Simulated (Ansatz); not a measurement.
Relaxation of CH$_{7}$BN$_{2}$O$_{2}$ (13 atoms, charge 0, multiplicity 1), to a largest force component of 0.015 eV/Å in at most 40 steps.

Level of theory: Ansatz, RKS B3LYP-D4/def2-SVP.

```xyz
13
Properties=species:S:1:pos:R:3
N 0.057 -1.710 -0.980
B 0.137 -0.757 0.223
N 1.341 -0.826 1.101
O -0.871 0.197 0.551
C -0.698 1.406 -0.110
O -1.734 2.316 0.226
H -0.787 -2.283 -0.815
H 0.890 -2.264 -1.035
H 1.459 -1.796 1.494
H 2.206 -0.636 0.533
H -0.689 1.279 -1.181
H 0.286 1.865 0.268
H -1.577 3.175 -0.260
```

**Question.** Where does it end, and by what steps?

**Answer.** It converged. After 35 steps the energy has fallen by 2.135 eV; H10 moved furthest, 1.94 Å.

```
step  energy less start (eV)  largest force component (eV/Å)  accepted
   0                  0.0000                           2.693       yes
   2                 -0.7901                           1.628       yes
   4                 -1.1052                           1.100       yes
   6                 -1.4796                           0.977       yes
   8                 -1.7275                           0.365       yes
  10                 -1.7904                           1.053       yes
  12                 -1.9112                           0.248       yes
  14                 -1.9309                           0.591       yes
  16                 -1.9433                           0.200        no
  18                 -1.9581                           0.130       yes
  20                 -1.9677                           0.220       yes
  22                 -1.9936                           0.247       yes
  24                 -2.0119                           0.238       yes
  26                 -2.0406                           0.684       yes
  28                 -2.0845                           0.928       yes
  30                 -2.0862                           0.776        no
  32                 -2.1279                           0.187        no
  34                 -2.1354                           0.018       yes
  35                 -2.1355                           0.008       yes
```

```xyz
13
Properties=species:S:1:pos:R:3
N -0.131 -2.059 -0.775
B 0.080 -0.799 -0.157
N 0.904 -0.609 0.985
O -0.557 0.291 -0.761
C -0.201 1.596 -0.434
O -0.527 1.943 0.889
H -0.628 -2.135 -1.652
H 0.213 -2.936 -0.411
H 1.374 -1.371 1.455
H 0.796 0.226 1.549
H -0.714 2.258 -1.157
H 0.890 1.752 -0.512
H -1.480 1.809 0.998
```

The run took 2.5 min on 2 threads of Intel(R) Xeon(R) Platinum 8488C (Sapphire Rapids), with other jobs on the host, peak memory 0.3 GiB.
